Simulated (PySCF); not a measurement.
## Steps of a relaxation of [Tm(NH2)2]+

[Tm(NH2)2]+ (singlet in the valence; each metal's 4f electrons, 12 of them, lie in its core potential, out of spins and levels). PySCF 2.14.0, RKS PBE0, Tm lcecp-1-SVP with ECP58, N def2-SVP, H def2-SVP; non-relativistic Hamiltonian with scalar-relativistic core potentials where named; density fitting; no spin-orbit coupling. Origin of the start: displaced along the imaginary mode. Columns: position (Å) and force (eV/Å). Energies are counted from the last step; some of the 24 steps are shown. Forces carry noise of the integration grid, about 0.01 to 0.03 eV/Å.

Run from Python with OMP_NUM_THREADS=2. Where DIIS fails, smearing, a level shift and second-order steps follow.
It took 100 s on 2 threads of Arm Neoverse N1, on a shared host, from the converged density of the start.

```xyz
7
step 0  E = 0.502 eV
Tm    0.0000    0.0000   -0.1864     0.00    0.00   -0.06
N     1.7355    0.0059    0.9261     0.74    0.08    0.87
H     2.0103   -0.7827    1.5688    -0.24    1.09   -0.59
H     2.3283    0.8361    1.1866    -0.54   -1.11   -0.24
N    -1.7355   -0.0059    0.9261    -0.74   -0.08    0.87
H    -2.0103    0.7827    1.5688     0.24   -1.09   -0.59
H    -2.3283   -0.8361    1.1866     0.54    1.11   -0.24
```

```xyz
7
step 8  E = 0.096 eV
Tm    0.0000    0.0000   -0.2623     0.00    0.00    0.00
N     1.6259    0.0850    0.9697     0.05   -0.20    0.54
H     1.6595   -0.3368    1.9183    -0.03    0.39   -0.58
H     2.5120    0.5776    0.8315     0.02   -0.12    0.05
N    -1.6259   -0.0850    0.9697    -0.05    0.20    0.54
H    -1.6595    0.3368    1.9183     0.03   -0.39   -0.58
H    -2.5120   -0.5776    0.8315    -0.02    0.12    0.05
```

```xyz
7
step 15  E = 0.010 eV
Tm    0.0000    0.0000   -0.2880     0.00    0.00   -0.01
N     1.6018    0.1624    0.9633     0.03   -0.10    0.12
H     1.5054   -0.0001    1.9720     0.03    0.08   -0.12
H     2.5938    0.3472    0.7970    -0.06    0.01    0.00
N    -1.6018   -0.1624    0.9633    -0.03    0.10    0.12
H    -1.5054    0.0001    1.9720    -0.03   -0.08   -0.12
H    -2.5938   -0.3472    0.7970     0.06   -0.01    0.00
```

Where does the relaxation end?

It converges at step 23 in C2v:
```xyz
7
step 23  E = 0
Tm    0.0000    0.0000   -0.2697
N     1.6115    0.1621    0.9699
H     1.5306    0.1668    1.9893
H     2.6079    0.2549    0.7640
N    -1.6115   -0.1621    0.9699
H    -1.5306   -0.1668    1.9893
H    -2.6079   -0.2549    0.7640
```

How did the contacts change?


```tsv
contact	start (Å)	end (Å)
Tm1–N2 (NH2)	2.062	2.040
Tm1–N5 (NH2)	2.062	2.040
```


An lcecp potential fixes the number of 4f electrons, so in runs with it no electron can move into or out of that shell.
